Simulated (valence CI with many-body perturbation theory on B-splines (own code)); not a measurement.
**Hyperfine factors and g values of V7+**

Computed by relativistic CI+MBPT: six valence electrons over a frozen Dirac-Fock core [Ne], a basis of 9 s, 9 p, 8 d, 6 f, 3 g, 1 h functions for each j, with the one-electron correlation potential Σ1, the two-electron term Σ2, the three-electron term Σ3, Breit, model QED; selected CI, second order for the rest, scaled by the run's own slope (own B-spline code, finite nucleus).

Set against measurement, 8 paired levels are off by 125 cm⁻¹ on average, the worst by 342. These come from a selection out of Sugar and Corliss, J. Phys. Chem. Ref. Data 7, 1191 (1978). Levels without a partner in it may be off by more. Among the levels kept, up to 830 cm⁻¹ of a level comes from second order outside the variational space, and about a tenth of that is noise between levels of different J, which matters for small intervals.

A/g_I is the dipole constant over the nuclear g factor μ/I (μ in nuclear magnetons, uniformly magnetised nucleus), B/Q the quadrupole constant per barn. Both hold the static response of the core; the bare values leave it out. Large factors of s and p1/2 electrons are usually good to 5 to 10 %; those of open d and f shells near neutrality can be off by tens of per cent, and small factors of p3/2, d and f electrons come from cancelling terms and can be off by a factor of two or in sign, in half-filled shells by more. B is blank for J = 1/2, where it vanishes, and for nearly pure S terms. Energies count from the lowest level. Levels with J = 0 are left out.

Names give the largest LS component (configuration and term), which can be under half, so a name can repeat, a term be missing and a line seem to break the LS rules; names also repeat where a configuration has a term twice. Letters in brackets count levels of one name in rising energy.

| Level | E (cm⁻¹) | g | A/g_I (MHz) | A/g_I bare | B/Q (MHz/b) | B/Q bare |
| --- | --- | --- | --- | --- | --- | --- |
| 3s2 3p4 3P_2 | 0 | 1.490 | 2470 | 2410 | 3890 | 3660 |
| 3s2 3p4 3P_1 | 6014 | 1.501 | 16.5 | 121 | -2030 | -1910 |
| 3s2 3p4 1D_2 | 27229 | 1.010 | 4450 | 4200 | -7990 | -7520 |
| 3s 3p5 3P°_2 | 217340 | 1.501 | 10300 | 9690 | -3680 | -3460 |
| 3s 3p5 3P°_1 | 222270 | 1.498 | 11000 | 10400 | 1870 | 1760 |
| 3s 3p5 1P°_1 | 278230 | 1.001 | 4890 | 4620 | -3100 | -2920 |
| 3s2 3p3 3d 5D°_1 | 298030 | 1.499 | 412 | 573 | -231 | -243 |
| 3s2 3p3 3d 5D°_2 | 298140 | 1.498 | 439 | 588 | -133 | -141 |
| 3s2 3p3 3d 5D°_3 | 298310 | 1.498 | 422 | 556 | 175 | 183 |
| 3s2 3p3 3d 5D°_4 | 298640 | 1.498 | 279 | 399 | 605 | 641 |
| 3s2 3p3 3d 3D°_2 [a] | 319420 | 1.139 | 1370 | 1370 | 931 | 895 |
| 3s2 3p3 3d 3D°_3 [a] | 319940 | 1.327 | 485 | 575 | 2110 | 2010 |
| 3s2 3p3 3d 3D°_1 [a] | 320730 | 0.501 | 3430 | 3210 | 433 | 416 |
| 3s2 3p3 3d 3F°_2 [a] | 326940 | 0.697 | 3140 | 2970 | -4960 | -4650 |
| 3s2 3p3 3d 3F°_3 [a] | 328720 | 1.089 | 2440 | 2380 | -5000 | -4700 |
| 3s2 3p3 3d 3F°_4 [a] | 330950 | 1.248 | 1950 | 1930 | -5950 | -5570 |
| 3s2 3p3 3d 3G°_3 | 347680 | 0.758 | 1850 | 1780 | 1250 | 1240 |
| 3s2 3p3 3d 3G°_4 | 348250 | 1.056 | 1760 | 1730 | 1510 | 1490 |
| 3s2 3p3 3d 3G°_5 | 349060 | 1.200 | 2220 | 2170 | 593 | 631 |
| 3s2 3p3 3d 1G°_4 | 355840 | 1.010 | 2250 | 2180 | 905 | 926 |
| 3s2 3p3 3d 1D°_2 | 360570 | 1.000 | 1610 | 1600 | 3790 | 3590 |
| 3s2 3p3 3d 3F°_4 [b] | 374710 | 1.237 | 1300 | 1320 | 5490 | 5230 |
| 3s2 3p3 3d 3F°_3 [b] | 374880 | 1.081 | 1960 | 1930 | 4560 | 4340 |
| 3s2 3p3 3d 3F°_2 [b] | 375760 | 0.692 | 2690 | 2560 | 5390 | 5120 |
| 3s2 3p3 3d 3D°_1 [b] | 375830 | 0.535 | 1290 | 1230 | -2030 | -1910 |
| 3s2 3p3 3d 3P°_1 | 376630 | 1.465 | -455 | -217 | 91.3 | 84.6 |
| 3s2 3p3 3d 3D°_2 [b] | 379320 | 1.159 | 1080 | 1130 | -3090 | -2900 |
| 3s2 3p3 3d 3P°_2 | 380890 | 1.481 | -570 | -368 | 3110 | 2950 |
| 3s2 3p3 3d 3D°_3 [b] | 383620 | 1.325 | 1300 | 1340 | -3630 | -3390 |

Problem. Take the isotope of mass number 51, with I = 7/2, μ = 5.1464 μN and Q = -0.052 b. What is the hyperfine structure of 3s2 3p3 3d 5D°_1?

Solution. From the table A = 605 MHz, B = 12.0 MHz. Shifts from the centre of gravity in MHz: F = 5/2: -2720, F = 7/2: -614, F = 9/2: 2120.
